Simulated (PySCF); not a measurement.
## Löwdin shares of the frontier orbitals

Species: vinyl propionate, C₅H₈O₂.
Geometry (PBE0-D3(BJ)/def2-SVP, Å), atoms numbered from 1 in this order:
```
atom  x, y, z in Å
C1    -3.5289   -0.0738   -0.1270
C2    -2.3114   -0.3958   -0.5517
O3    -1.2016    0.0112    0.1375
C4     0.0207   -0.3350   -0.3393
O5     0.1844   -0.9821   -1.3353
C6     1.1039    0.2083    0.5486
C7     2.4921   -0.2121    0.1118
H8    -3.6763    0.5198    0.7778
H9    -4.4013   -0.4073   -0.6895
H10   -2.0944   -0.9859   -1.4455
H11    0.9899    1.3060    0.5594
H12    0.8755   -0.1110    1.5791
H13    2.6037   -1.3055    0.1468
H14    2.6906    0.1014   -0.9229
H15    3.2574    0.2336    0.7629
```

Level of theory: TDDFT B3LYP/def2-SVPD, vertical, gas phase, core orbitals frozen in the response (PySCF).

Kohn–Sham orbitals with the atoms that hold most of them (Löwdin shares over 4%, at most four atoms; ? is withheld):

```csv
orbital,ε (eV),atoms
LUMO+2,0.49,"C2 24%, C1 17%, O3 14%, O5 12%"
LUMO+1,0.32,"C6 16%, C7 16%, C4 15%, H11 9%"
LUMO,-0.77,?
HOMO,-7.17,"C1 37%, C2 27%, O3 19%, O5 5%"
HOMO-1,-8.12,?
HOMO-2,-9.78,"C6 20%, O5 20%, C7 18%, H11 8%"
HOMO-3,-10.01,"O3 34%, C2 15%, O5 9%, H10 8%"
```

**Question.** Which atoms hold the HOMO-1, and with what shares?

**Answer.** O5 (bonded to C) 65%; C6 (bonded to 2 C and 2 H) 9%; C4 (bonded to C and 2 O) 9%; O3 (bonded to 2 C) 9%. By element: oxygen 74%, carbon 18% or more.

**Question.** Which atoms hold the LUMO, and with what shares?

**Answer.** C4 (bonded to C and 2 O) 26%; O5 (bonded to C) 19%; C1 (bonded to C and 2 H) 17%; C2 (bonded to C, O and H) 14%. By element: carbon 57% or more, oxygen 19% or more.

**Question.** How does S1 compare with the orbital gap of 6.40 eV?

**Answer.** S1 is at 5.72 eV (f = 0.0006), 0.68 eV below the gap, made of HOMO-1→LUMO (92%). Its leading pair isn't HOMO and LUMO; the energies of that pair differ by 7.35 eV. Without the coupling terms of the response equations the lowest excitation would equal the gap.

**Question.** Give energy, strength and leading configuration of S1, S2, S3 and S7, and follow the Löwdin shares of the leading atoms from the occupied to the empty orbital.

**Answer.** 
- S1 (5.72 eV, f 0.0006), HOMO-1→LUMO (92%): O5 65% → 19%, C6 9% → at most 14%, C4 9% → 26%
- S2 (5.99 eV, f 0.309), HOMO→LUMO (91%): C1 37% → 17%, C2 27% → 14%, C4 at most 5% → 26%, O5 5% → 19%
- S3 (6.71 eV, f 0.023), HOMO→LUMO+1 (88%): C1 37% → at most 9%, C2 27% → at most 9%, C6 at most 5% → 16%, C7 at most 5% → 16%
- S7 (7.54 eV, f 0.018), HOMO-1→LUMO+1 (95%): O5 65% → at most 9%, C6 9% → 16%, C7 at most 9% → 16%

On an x86-64 server with one thread, on a shared host, this took 55 s of wall time.

One conformer stands for the species.
